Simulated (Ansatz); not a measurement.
Ansatz (a program for electronic structure) input (CCSD(T)/def2-TZVPP):

Ansatz 0.2 input:
```yaml
crystal:
  periodic: [false, false, false]
  atoms:
    - {symbol: O, position_ang: [-0.18914202, 0.27779789, -0.65357083]}
    - {symbol: Sn, position_ang: [-1.49596526, -1.05874343, -0.00980476]}
    - {symbol: H, position_ang: [-2.90090272, -0.72392211, -0.97759828]}
    - {symbol: H, position_ang: [-1.79973772, -0.66398593, 1.66524667]}
    - {symbol: Sn, position_ang: [1.50461156, 0.97291431, 0.08479178]}
    - {symbol: H, position_ang: [1.44914418, 2.66041891, -0.17501488]}
    - {symbol: H, position_ang: [2.77278973, 0.22331595, -0.78534285]}
    - {symbol: H, position_ang: [1.55952768, 0.57324655, 1.75192447]}
basis:
  gaussian:
    orbitals: def2-TZVPP
magnetization: {spin_polarized: true, initial_magnetization: 1}
correlation: {method: ccsd_t, electrons: outside_noble_gas}
```

Output:

```
Functional definition: HF
integrals: 1.36 GiB planned
1513 factors; integrals over basis functions are off by at most 1.2e-3 eV
mean field: 1.16 GiB planned
mean field evaluation 1: about -13722.7383 eV, gradient 3.3e1 eV
mean field evaluation 2: about -13722.7464 eV, gradient 3.3e1 eV
mean field evaluation 4: about -13727.4291 eV, gradient 2.8e0 eV
mean field evaluation 8: about -13727.5398 eV, gradient 1.6e-1 eV
mean field evaluation 16: about -13723.5390 eV, gradient 3.3e1 eV
mean field evaluation 32: about -13724.2274 eV, gradient 1.1e1 eV
mean field evaluation 64: about -13724.3627 eV, gradient 1.8e-2 eV
mean field -13727.54079242 eV, -504.4778192600 hartree, gradient 1.6e-6 eV, S^2 0.757872; 2 other end points of the search recorded, 0 dependent functions left out
determinant -13727.54079242 eV, -504.4778192600 hartree, with singles and doubles -13740.94669256 eV, -504.9704770036 hartree
determinant -13724.36269777 eV, -504.3610264358 hartree, with singles and doubles -13737.11153068 eV, -504.8295374039 hartree
19 core orbitals not correlated
reference -13727.54079242 eV, -504.4778192600 hartree; 10, 9 occupied and 172, 173 virtual orbitals, 1513 factors
second order -12.32593416 eV of doubles, -0.00000000 eV of singles
coupled cluster: 5.43 GiB planned
cycle   1  -13.18335634 eV  change    -1.1e0 eV  update   3.0e-2
cycle   2  -13.21475795 eV  change   -3.1e-2 eV  update   8.2e-3
cycle   3  -13.21497984 eV  change   -2.2e-4 eV  update   4.2e-3
cycle   4  -13.21852823 eV  change   -3.5e-3 eV  update   1.7e-3
cycle   5  -13.21948586 eV  change   -9.6e-4 eV  update   8.4e-4
cycle   6  -13.21974729 eV  change   -2.6e-4 eV  update   3.7e-4
cycle   7  -13.21980230 eV  change   -5.5e-5 eV  update   2.1e-4
cycle   8  -13.21984618 eV  change   -4.4e-5 eV  update   6.9e-5
cycle   9  -13.21982164 eV  change    2.5e-5 eV  update   3.4e-5
cycle  10  -13.21981151 eV  change    1.0e-5 eV  update   1.4e-5
perturbative correction -0.47324291 eV, -0.0173913561 hartree
Total energy: -13741.23384683 eV, -504.9810297283 hartree
```

It need not be the lowest isomer of its formula.
